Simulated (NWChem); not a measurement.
System: MgGeH3Cl; SMILES [Cl][Mg][GeH3]

Excerpt of the output:

```
             Northwest Computational Chemistry Package (NWChem) 7.3.0
             --------------------------------------------------------

                             Geometry "geometry" -> ""
                             -------------------------

 Output coordinates in angstroms (scale by  1.889725989 to convert to a.u.)

  No.       Tag          Charge          X              Y              Z
 ---- ---------------- ---------- -------------- -------------- --------------
    1 Mg                  12.0000    -0.11585200     0.59637400    -0.62240100
    2 Cl                  17.0000    -0.37133500     2.19368000    -2.12828600
    3 Ge                  32.0000     0.17962300    -1.26019200     1.12885300
    4 H                    1.0000     1.09712900    -2.40337600     0.63558300
    5 H                    1.0000     0.80638500    -0.74434900     2.44502500
    6 H                    1.0000    -1.15954700    -1.92514200     1.52361700

 Effective nuclear repulsion energy (a.u.)     232.0018947120

  pbe96 is a nonlocal functional; adding pw91lda local functional.

                                 NWChem DFT Module
                                 -----------------

 Summary of "ao basis" -> "ao basis" (spherical)
 ------------------------------------------------------------------------------
       Tag                 Description            Shells   Functions and Types
 ---------------- ------------------------------  ------  ---------------------
 Mg                         def2-svp                 8       18   4s3p1d
 Cl                         def2-svp                 8       18   4s3p1d
 Ge                         def2-svp                12       32   5s4p3d
 H                          def2-svp                 3        5   2s1p

            General Information
            -------------------
          SCF calculation type: DFT
          Wavefunction type:  closed shell.
          No. of atoms     :     6
          No. of electrons :    64
           Alpha electrons :    32
            Beta electrons :    32
          Charge           :     0
          Spin multiplicity:     1
          Use of symmetry is: off; symmetry adaption is: off
          Maximum number of iterations: 150
          AO basis - number of functions:    83
                     number of shells:    37
          Convergence on energy requested:  1.00D-06
          Convergence on density requested:  1.00D-05
          Convergence on gradient requested:  5.00D-04

              XC Information
              --------------
          PerdewBurkeErnzerhof Exchange Functional  1.000
            Perdew 1991 LDA Correlation Functional  1.000 local
           PerdewBurkeErnz. Correlation Functional  1.000 non-local

             Grid Information
             ----------------
          Grid used for XC integration:  medium
          Radial quadrature: Mura-Knowles
          Angular quadrature: Lebedev.
          Tag              B.-S. Rad. Rad. Pts. Rad. Cut. Ang. Pts.
          ---              ---------- --------- --------- ---------
          Mg                  1.50       88          10.0       590
          Cl                  1.00       88          13.0       590
          Ge                  1.25      112          11.0       590
          H                   0.35       45          12.0       434
          Grid pruning is: on
          Number of quadrature shells:   423
          Spatial weights used:  Erf1

      Superposition of Atomic Density Guess
      -------------------------------------

 Sum of atomic energies:       -2735.39965730

      Non-variational initial energy
      ------------------------------

 Total energy =   -2735.867932
 1-e energy   =   -4272.928190
 2-e energy   =    1305.058363
 HOMO         =      -0.300875
 LUMO         =      -0.030598

   convergence    iter        energy       DeltaE   RMS-Dens  Diis-err
 ---------------- ----- ----------------- --------- --------- ---------
 d= 0,ls=0.0,diis     1  -2737.9876004409 -2.97D+03  2.02D-02  4.11D-01
 d= 0,ls=0.0,diis     2  -2737.9289606019  5.86D-02  1.45D-02  6.37D-01
 d= 0,ls=0.0,diis     3  -2738.0376823741 -1.09D-01  3.38D-03  5.73D-02
 d= 0,ls=0.0,diis     4  -2738.0458758984 -8.19D-03  6.28D-04  3.60D-03
 d= 0,ls=0.0,diis     5  -2738.0461929343 -3.17D-04  1.52D-04  4.23D-05
  Resetting Diis
 d= 0,ls=0.0,diis     6  -2738.0461970412 -4.11D-06  4.64D-05  7.19D-06
 d= 0,ls=0.0,diis     7  -2738.0461981903 -1.15D-06  2.67D-05  6.02D-07
 d= 0,ls=0.0,diis     8  -2738.0461980745  1.16D-07  1.44D-05  1.65D-06
 d= 0,ls=0.0,diis     9  -2738.0461982986 -2.24D-07  1.96D-06  9.34D-09

         Total DFT energy =    -2738.046198298624
      One electron energy =    -4274.010989164322
           Coulomb energy =     1428.185761094796
    Exchange-Corr. energy =     -124.222864941137
 Nuclear repulsion energy =      232.001894712038

 Numeric. integr. density =       64.000012605619

                       DFT Final Molecular Orbital Analysis
                       ------------------------------------

 Vector   30  Occ=2.000000D+00  E=-2.618818D-01
              MO Center= -3.6D-01,  2.1D+00, -2.1D+00, r^2= 1.4D+00
   Bfn.  Coefficient  Atom+Function         Bfn.  Coefficient  Atom+Function
  ----- ------------  ---------------      ----- ------------  ---------------
    31      0.418171  2 Cl pz                30      0.414705  2 Cl py
    28      0.318625  2 Cl pz                27      0.315984  2 Cl py
    25      0.186480  2 Cl pz                24      0.184934  2 Cl py
    29      0.127919  2 Cl px                26      0.097468  2 Cl px
    16     -0.071314  1 Mg d  0              13      0.064729  1 Mg pz

 Vector   31  Occ=2.000000D+00  E=-2.618816D-01
              MO Center= -3.6D-01,  2.1D+00, -2.1D+00, r^2= 1.4D+00
   Bfn.  Coefficient  Atom+Function         Bfn.  Coefficient  Atom+Function
  ----- ------------  ---------------      ----- ------------  ---------------
    29      0.584801  2 Cl px                26      0.445589  2 Cl px
    23      0.260787  2 Cl px                31     -0.140401  2 Cl pz
    28     -0.106976  2 Cl pz                11      0.090515  1 Mg px
     8      0.062549  1 Mg px                25     -0.062609  2 Cl pz
    14      0.061707  1 Mg d -2              17      0.055246  1 Mg d  1

 Vector   32  Occ=2.000000D+00  E=-2.385463D-01
              MO Center=  6.5D-02, -5.4D-01,  4.5D-01, r^2= 3.9D+00
   Bfn.  Coefficient  Atom+Function         Bfn.  Coefficient  Atom+Function
  ----- ------------  ---------------      ----- ------------  ---------------
     3      0.365033  1 Mg s                 49      0.242315  3 Ge py
    50     -0.228235  3 Ge pz                52      0.191969  3 Ge py
    53     -0.180807  3 Ge pz                 2      0.177331  1 Mg s
    30      0.152950  2 Cl py                31     -0.144274  2 Cl pz
    46     -0.143869  3 Ge py                40      0.135748  3 Ge s

 Vector   33  Occ=0.000000D+00  E=-7.088730D-02
              MO Center= -6.8D-02,  3.1D-01, -3.6D-01, r^2= 6.6D+00
   Bfn.  Coefficient  Atom+Function         Bfn.  Coefficient  Atom+Function
  ----- ------------  ---------------      ----- ------------  ---------------
     4      0.815551  1 Mg s                 41     -0.616674  3 Ge s
     3      0.560414  1 Mg s                 40     -0.417211  3 Ge s
    52     -0.276300  3 Ge py                53      0.259997  3 Ge pz
     2      0.234866  1 Mg s                 39      0.216852  3 Ge s
    30      0.198839  2 Cl py                22     -0.189552  2 Cl s

 Vector   34  Occ=0.000000D+00  E=-5.584118D-02
              MO Center= -3.9D-02,  1.2D-01, -2.2D-01, r^2= 5.4D+00
   Bfn.  Coefficient  Atom+Function         Bfn.  Coefficient  Atom+Function
  ----- ------------  ---------------      ----- ------------  ---------------
    11      0.410690  1 Mg px                12      0.387093  1 Mg py
    13      0.341156  1 Mg pz                75     -0.341982  5 H  s
    80      0.253859  6 H  s                  8      0.187032  1 Mg px
     9      0.176369  1 Mg py                51      0.172188  3 Ge px
    52      0.162030  3 Ge py                10      0.155311  1 Mg pz

 Vector   35  Occ=0.000000D+00  E=-5.582758D-02
              MO Center= -5.1D-02,  1.6D-01, -1.7D-01, r^2= 5.4D+00
   Bfn.  Coefficient  Atom+Function         Bfn.  Coefficient  Atom+Function
  ----- ------------  ---------------      ----- ------------  ---------------
    11      0.510368  1 Mg px                70     -0.344441  4 H  s
    13     -0.341736  1 Mg pz                80      0.247880  6 H  s
    12     -0.240329  1 Mg py                 8      0.232452  1 Mg px
    51      0.213738  3 Ge px                10     -0.155453  1 Mg pz
    53     -0.143638  3 Ge pz                69     -0.140651  4 H  s

     Multipole analysis of the density
     ---------------------------------

     L   x y z        total         alpha         beta         nuclear
     -   - - -        -----         -----         ----         -------
     0   0 0 0     -0.000000    -32.000000    -32.000000     64.000000

     1   1 0 0      0.057843      1.173166      1.173166     -2.288488
     1   0 1 0     -0.356776      0.719197      0.719197     -1.795170
     1   0 0 1      0.335983      2.929026      2.929026     -5.522068

     2   2 0 0    -31.042291    -27.548748    -27.548748     24.055205
     2   1 1 0      1.024746     41.446380     41.446380    -81.868013
     2   1 0 1     -0.972346    -39.216713    -39.216713     77.461079
     2   0 2 0    -37.204010   -280.952055   -280.952055    524.700100
     2   0 1 1      6.005814    245.168211    245.168211   -484.330608
     2   0 0 2    -36.575568   -252.430385   -252.430385    468.285201

                                 NWChem DFT Module
                                 -----------------

[...]
```

Level: PBE/def2-SVP, vertical spin-unrestricted ions. Coordinates come from a PBE0/def2-SVP optimisation.

Q: Which NWChem input produces such a log?

A: Several could match; the one computed here: the input that was run:
```
start job
memory heap 200 mb stack 900 mb global 1100 mb
geometry units angstroms noautosym nocenter noautoz
  Mg    -0.115852     0.596374    -0.622401
  Cl    -0.371335     2.193680    -2.128286
  Ge     0.179623    -1.260192     1.128853
  H      1.097129    -2.403376     0.635583
  H      0.806385    -0.744349     2.445025
  H     -1.159547    -1.925142     1.523617
end
basis spherical
  * library def2-svp
end
dft
  xc xpbe96 cpbe96
  iterations 150
  vectors input atomic output neutral.movecs
end
task dft energy
charge 1
dft
  odft
  mult 2
  vectors input atomic output cation.movecs
end
task dft energy
```
